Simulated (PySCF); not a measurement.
Static polarisabilities and like-pair C6 coefficients by linear response at CAM-B3LYP/def2-SVPD (PySCF, frozen core in the response, non-relativistic, gas phase), PBE0-D3(BJ)/def2-SVP geometries, one conformer each; atomic units unless stated. Spin–orbit coupling is left out although an atom past zinc is present.

```csv
label,species,α,C6
P,`O=C(F)c1ccc(O)cc1`,90.1,3088
Q,`COCOCC(F)(F)F`,61.7,1992
R,`C=N[C@@H]1C[O][GeH2][O]1`,75.1,2358
S,`C=CC#CC1CCC1`,99.7,3628
T,`C(=C/C)(/C)C(=O)O`,70.9,2074
U,`C=C[C@@H]1[C@@H]2C[C@H]3[C@@H]2[C@@H]13`,86.3,3099
```

Question: Estimate the unlike-pair coefficients by the rule C6(AB) = 2·C6(AA)·C6(BB) / [C6(AA)·αB/αA + C6(BB)·αA/αB], and compare with the geometric mean, for PR, PS, PT, PU, QR, QT, QU and ST.

Answer: 
| pair | combination rule | geometric mean | ratio |
| --- | --- | --- | --- |
| PR | 2696 | 2699 | 0.999 |
| PS | 3346 | 3347 | 1.000 |
| PT | 2529 | 2531 | 0.999 |
| PU | 3091 | 3094 | 0.999 |
| QR | 2154 | 2168 | 0.994 |
| QT | 2018 | 2033 | 0.993 |
| QU | 2469 | 2485 | 0.993 |
| ST | 2738 | 2743 | 0.998 |

The rule is exact for one-pole polarisabilities and never exceeds the geometric mean; the two meet where both partners have the same effective excitation energy. These unlike-pair values are estimates, not computed integrals.
